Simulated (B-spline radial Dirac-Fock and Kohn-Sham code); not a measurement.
# K-line shifts caused by a second vacancy in Pt⁴⁺

System: platinum as Pt⁴⁺, [Xe] 4f14 5d6, inside a Watson sphere of charge -4 and radius 2.4 Å (a model of the Madelung potential; inside it an electron's potential energy is raised by 24.0 eV).

These are calculated numbers from a B-spline atomic structure program; the model is Dirac-Fock ΔSCF + Breit + QED. Each two-hole energy is an average over J within one jj subconfiguration, not an observable level; in light atoms, where LS coupling holds, the j-resolved values are not observed lines, and for a K spectator the Kα1 hypersatellite is nearly forbidden. Electron correlation is not included.

Lines without a spectator: Kα2 (K-L2) 65116.9 eV, Kα1 (K-L3) 66826.3 eV, Kβ3 (K-M2) 75358.9 eV, Kβ1 (K-M3) 75739.0 eV. Shifts in eV with one spectator hole (a dash: not computed, or left out as unreliable):

```
spectator hole      Kα2      Kα1      Kβ3      Kβ1
        K (1s)  +1063.6  +1154.1  +1379.9  +1401.1
    L2 (2p1/2)   +138.6   +189.5        –   +353.1
    L3 (2p3/2)    +99.0   +110.9   +256.3        –
    M2 (3p1/2)        –    +30.6    +57.1    +67.9
    M3 (3p3/2)   +15.56        –    +46.6    +47.6
    M4 (3d3/2)    +5.14    +1.80        –        –
    M5 (3d5/2)    -0.55    +3.84        –        –
```
